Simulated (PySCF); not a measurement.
# Bonding in `C=C(C#N)[Si@](C)([SiH3])Cl`

C4H8ClNSi2.
Atom-mapped SMILES: `[CH2:1]=[C:2]([C:3]#[N:4])[Si@:5]([CH3:6])([SiH3:7])[Cl:8]` (hydrogens: H9, H10 on C1; H11, H12, H13 on C6; H14, H15, H16 on Si7)

Cartesian coordinates in Å at the GFN2-xTB level; atoms count from 1:
```
atom  x, y, z in Å
C1     1.922   -1.423   -0.922
C2     1.278   -0.505   -0.201
C3     1.934    0.145    0.861
N4     2.422    0.705    1.736
Si5   -0.550    0.010   -0.445
C6    -0.515    1.898   -0.719
Si7   -1.842   -0.690    1.361
Cl8   -1.122   -0.854   -2.214
H9     1.434   -1.931   -1.737
H10    2.951   -1.689   -0.732
H11   -1.512    2.287   -0.908
H12   -0.124    2.406    0.158
H13    0.111    2.173   -1.566
H14   -1.359   -0.060    2.589
H15   -3.249   -0.321    1.184
H16   -1.788   -2.143    1.544
```

Bond orders from the PBE0/pcSseg-1 density (PySCF). Isolated species at its GFN2-xTB geometry (one conformer only).

(1) Where do the orders between heavy atoms depart from those drawn in the SMILES?

(2) Set the Mayer orders of the bonds beside their lengths.

Results:

(1) The largest departure is 0.256, at C2–Si5 (drawn single, 0.744). Drawn single, order below 0.88: C2–Si5 (0.744).

(2) 
```csv
bond,drawn as,length (Å),Mayer order
C1–C2,double,1.334,1.925
C2–C3,single,1.408,1.052
C3–N4,triple,1.148,2.990
C2–Si5,single,1.915,0.744
Si5–C6,single,1.908,0.973
Si5–Si7,single,2.329,0.906
Si5–Cl8,single,2.049,0.958
C1–H9,single,1.077,0.940
C1–H10,single,1.080,0.948
C6–H11,single,1.087,0.954
C6–H12,single,1.086,0.942
C6–H13,single,1.088,0.945
Si7–H14,single,1.462,0.925
Si7–H15,single,1.465,0.930
Si7–H16,single,1.465,0.932
```

Bonds between the same two heavy elements. C–C: lowest C2–C3 (1.052, 1.408 Å), highest C1–C2 (1.925, 1.334 Å). C–Si: lowest C2–Si5 (0.744, 1.915 Å), highest Si5–C6 (0.973, 1.908 Å).

Task: Sum the orders of all bonds at each heavy atom with more than one neighbour and set the sums beside the valence in the SMILES.

Result: C1 3.813 (drawn 4), C2 3.721 (drawn 4), C3 4.042 (drawn 4), Si5 3.581 (drawn 4), C6 3.814 (drawn 4), Si7 3.693 (drawn 4). Orders between atoms that aren't bonded are not in these sums.

For a closed shell the Mayer order of atoms A and B is Σ (PS)μν (PS)νμ over the basis functions μ on A and ν on B, with P the density and S the overlap matrix.

The run behind these numbers computed NMR shieldings as well. On one thread of an Arm Neoverse N1, shared host with 64 logical CPUs at a one-minute load of 60, this took 65 s and 0.88 GiB of memory at its peak.
